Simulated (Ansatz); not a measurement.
Cu₂Te⁻. The state is a quartet with charge -1. Geometry PBE0-D4/def2-TZVPD; atoms count from 1.

```xyz
3

Cu    1.1067    0.6830    0.7804
Cu   -1.2256    0.7454   -0.4925
Te    0.1189   -1.4284   -0.2879
```

In the def2 sets Te takes a core potential; there is no spin–orbit coupling. The highest occupied level of the charge -1 quartet lies above zero (up to 0.35 eV). The electron is either unbound and held by the finite basis, or the level is raised by self-interaction error. At PBE0-D4/def2-TZVPD a doublet of charge -1 lies 1.62 eV below the quartet, each at its own geometry. The structure comes from a short search, and lower isomers may exist.

**Question.** Estimate the Mulliken populations from the PBE0/def2-TZVPD orbitals of Ansatz.

**Answer.** 
| atom | charge (e) | spin (α − β) | d electrons |
| --- | --- | --- | --- |
| Cu1 | -0.34 | 0.91 | 9.85 |
| Cu2 | -0.34 | 0.91 | 9.85 |
| Te3 | -0.32 | 1.19 | – |
Mulliken values depend strongly on the basis. With diffuse functions, as here, like atoms can get unlike values, and bond orders can come out too low or too high.

**Question.** Where does the spin sit?

**Answer.** Summed by element: Cu 1.81, Te 1.19, of 3 unpaired in all. Largest on single atoms: Te3 1.19, Cu1 0.91, Cu2 0.91.

**Question.** And the Mayer bond orders between heavy atoms (over 0.3)?

**Answer.** Cu1–Cu2 0.71 (2.66 Å); Cu1–Te3 0.85 (2.56 Å); Cu2–Te3 0.85 (2.56 Å).
